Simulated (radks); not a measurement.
The numbers below are computed, except where a source is named.
Species: Si V. Configuration: [Ne] 3s(up 0, down 0) (the NIST ground configuration).

Code: a radial shooting solver on a logarithmic mesh with Libxc functionals. Model: non-relativistic Kohn-Sham, r2SCAN, spin-polarised, spherical densities, point nucleus; meta-GGA in the generalised Kohn-Sham scheme.

Energy parts (Ry):
part                       energy
total                  -571.15368
kinetic                 570.47068
electron-nucleus      -1321.25023
Hartree                 218.81473
exchange-correlation    -39.18885

Orbitals (lengths in bohr, moments of r in powers of bohr; r(max) is where P^2 peaks; r(90%) holds 90 % of the orbital's charge):
| orbital | occ. | eigenvalue (Ry) | r(90%) | <r^4> | <r> | r(max) |
|---|---|---|---|---|---|---|
| 1s | 2 | -135.7711 | 0.199 | 0.0007291 | 0.1116 | 0.07299 |
| 2s | 2 | -14.37048 | 0.887 | 0.2621 | 0.5644 | 0.4544 |
| 2p | 6 | -11.05603 | 0.887 | 0.2682 | 0.5305 | 0.3876 |

The highest occupied level is 2p at -150.43 eV. The electron density at the nucleus is 1760 e/bohr^3.
